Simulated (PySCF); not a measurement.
Stepwise substitution at one centre (Ga OH-H). Gas-phase values, no solvent. One relaxed conformer stands for each flexible species; it need not be the lowest. Strings in code marks are SMILES.

Method: PBE-D3(BJ)/def2-TZVP // CAM-B3LYP-D3(BJ)/def2-TZVP (PySCF). All candidates: neutral, multiplicity 1. Excitations are Tamm–Dancoff values on a coarser integration grid. The basis has no diffuse functions, so Rydberg states are missing or too high.

* **HOMO–LUMO gap**: 5.81 eV
* **S1 excitation (TDA)**: 5.99 eV
* **LUMO**: -1.24 eV

Say which member has these values.
A) `[OH][GaH][OH]` (H–O–Ga–O torsion 0°, O–Ga–O–H torsion 0°)
B) `[OH][Ga]([OH])[OH]`
C) `[OH][GaH2]`

A, `[OH][GaH][OH]` (H–O–Ga–O torsion 0°, O–Ga–O–H torsion 0°). The others give `[OH][GaH2]`: 5.18 eV, 5.33 eV, -1.96 eV; `[OH][Ga]([OH])[OH]`: 5.29 eV, 5.41 eV, -1.87 eV
